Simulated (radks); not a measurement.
Species: neutral nitrogen. Configuration: [He] 2s2 2p3.

Calculated with a radial shooting solver on a logarithmic mesh with Libxc functionals: non-relativistic Kohn-Sham, LDA (Slater exchange, Perdew-Wang correlation), spin-polarised, spherical densities, point nucleus; open shells are filled with parallel spins first.

Energy parts (Ry):
| part | energy |
|---|---|
| total | -108.26877 |
| kinetic | 107.72019 |
| electron-nucleus | -255.43174 |
| Hartree | 52.00808 |
| exchange-correlation | -12.56531 |

Orbitals (lengths in bohr, moments of r in powers of bohr; r(max) is where P^2 peaks):
\begin{tabular}{lrrrr}
orbital & occ. & eigenvalue (Ry) & <r^2> & r(max) \\ \hline
1s up & 1 & -27.99083 & 0.07276 & 0.1494 \\
1s down & 1 & -27.86057 & 0.07205 & 0.1492 \\
2s up & 1 & -1.44084 & 2.093 & 1.012 \\
2s down & 1 & -1.12294 & 2.346 & 1.037 \\
2p up & 3 & -0.61703 & 2.677 & 0.9524 \\
2p down & 0 & -0.32172 & 3.850 & 1.019 \\
3s up & 0 & -0.01052 & 104.6 & 5.403 \\
\end{tabular}

The highest occupied level is 2p up at -8.395 eV. The density falls to 0.001 e/bohr^3 at r = 3.42 bohr. Spin moment in Bohr magnetons: 3. The spin density at the nucleus is -0.0142 e/bohr^3 (1s -0.5670, 2s 0.5528), a Fermi contact field of -0.747 T. Virial ratio -V/T = 2.00509.
